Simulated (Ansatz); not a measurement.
```yaml
crystal:
  periodic: [false, false, false]
  atoms:
    - {symbol: Co, position_ang: [-0.673639, -0.410017, 0.975097]}
    - {symbol: S, position_ang: [0.601036, 1.060004, 0.054514]}
    - {symbol: S, position_ang: [0.072603, -0.649998, -1.029611]}
basis:
  gaussian: {orbitals: def2-TZVPD, initial_orbitals: start.molden}
total_charge: -1
hamiltonian: {xc: pbe}
correlation: {method: rpa}
scf: {omitted_lower_state_checks: [starts]}
```

The file start.molden holds the orbitals of an earlier run on this structure, at another level or in another basis.

```sh
$ ansatz run in.yaml --threads 4 --pin off --events-out ev --progress --plain --max-ram 3916MiB
```

It prints (some lines left out):

```
Functional definition: PBE
999 factors; integrals over basis functions are off by at most 8.8e-4 eV
mean field evaluation 1: about -59284.2777 eV, gradient 1.3e1 eV
mean field evaluation 2: about -59284.5883 eV, gradient 4.3e-1 eV
mean field evaluation 4: about -59284.5859 eV, gradient 1.4e-2 eV
mean field evaluation 8: about -59284.5859 eV, gradient 2.5e-6 eV
mean field -59284.58592578 eV, -2178.6683482369 hartree, gradient 2.8e-6 eV, S^2 0.000000; 0 other end points of the search recorded, 0 dependent functions left out; unrestricted orbitals would lower it
mean field evaluation 16: about -59221.4017 eV, gradient 5.8e0 eV
mean field evaluation 32: about -59224.8983 eV, gradient 1.2e-1 eV
15 core orbitals not correlated: weight in the atoms' cores, before any rotation towards them, 1.000 or more for the frozen orbitals, at most 0.000 for the correlated occupied ones
reference -59217.06418223 eV, -2176.1869699294 hartree; 15, 15 occupied and 110, 110 virtual orbitals, 999 factors
Error: the energy between an occupied orbital and the lowest state that it is excited into in its spin channel is -0.3448 eV and must be positive: a state without a gap has no random-phase energy
```

Problem. Can the result of this run be used?

Solution. No. The run stopped with an error. The reference has no gap: an occupied orbital lies above an empty one, and the correlation energy can't be formed.
